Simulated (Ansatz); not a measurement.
Sn(eta1-allyl)H3 (C₃H₈Sn), relaxed as a singlet with RKS PBE-D4/def2-SVP in Ansatz, starting from the GFN2-xTB geometry. Force threshold 0.02 eV/Å.

In the def2 sets Sn takes a core potential; there is no spin–orbit coupling.

Start:

```xyz
12

Sn    1.233   -1.027    0.994
C    -0.742   -0.388    0.322
C    -0.688    0.965   -0.269
C    -0.690    1.204   -1.569
H    -1.402   -0.409    1.187
H    -1.096   -1.116   -0.404
H    -0.625    1.784    0.434
H    -0.753    0.403   -2.287
H    -0.645    2.203   -1.966
H     1.822   -0.078    2.231
H     2.350   -0.942   -0.236
H     1.235   -2.599    1.562
```

(1) Estimate the energy that the relaxation releases and the steps that it takes.

(2) Does the start keep its bonding?

(3) Predict the relaxed structure.

Answers

(1) 18.6 kJ/mol, in 14 steps; 16 s on 4 threads of Arm Neoverse V1 on a shared host. No frequencies were taken in this run, so the end may be a saddle point.

(2) By distances, no bond broke or formed. The bond that changes most is Sn1–H11, from 1.66 to 1.73 Å (atoms count from 1).

(3) 
```xyz
12

Sn    1.259   -1.048    1.011
C    -0.730   -0.447    0.283
C    -0.695    0.941   -0.258
C    -0.703    1.280   -1.562
H    -1.409   -0.545    1.154
H    -1.024   -1.193   -0.483
H    -0.632    1.749    0.496
H    -0.763    0.517   -2.357
H    -0.653    2.333   -1.882
H     1.841    0.150    2.116
H     2.335   -1.157   -0.338
H     1.174   -2.579    1.820
```
Bond lengths: 2 × C–C 1.35 to 1.49 Å; 1 × C–Sn 2.20 Å; 5 × C–H 1.10 to 1.11 Å; 3 × H–Sn 1.73 Å.
